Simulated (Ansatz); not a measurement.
Breaking the Be1–Br3 bond in BeBrCl (SMILES [Cl][Be][Br]) (multiplicity 1 held, fragments rigid). Energies count from the point at 1.957 Å.
Geometry at that point (charge 0, multiplicity 1):
```tsv
atom	x (Å)	y (Å)	z (Å)
Be	0.0000	0.0000	-0.6760
Cl	0.0000	0.0000	-2.4787
Br	0.0000	0.0000	1.2812
```

R- and RO- levels are restricted; in cc, def2 and unpolarised 6-31G sets they are followed outwards from rest. Unrestricted levels (U-) break spin symmetry where that is lower. Levels need not reach the same state.

Correlated levels freeze the cores. Filled d and f shells under p-block atoms count as core.

Programs: Ansatz (Gaussian basis) for Hartree–Fock, density functionals and correlated methods. 

### Question
One of these levels gives 131.99 kcal/mol for the energy at R = 6.263 Å. Which one is it?
A) R-MP2/def2-SVPD
B) U-MP2/def2-SVPD
C) R-HF/def2-SVPD
D) U-HF/def2-SVPD

### Answer
A, R-MP2/def2-SVPD. The others give 163.36 (R-HF/def2-SVPD), 89.10 (U-HF/def2-SVPD), 109.37 (U-MP2/def2-SVPD)

Doubts at one or more of the structures used: a restricted determinant that unrestricted orbitals would lower (R-HF/def2-SVPD, R-MP2/def2-SVPD); a spin-contaminated determinant (U-HF/def2-SVPD, U-MP2/def2-SVPD).

Ansatz is a quantum-chemistry and plane-wave program.
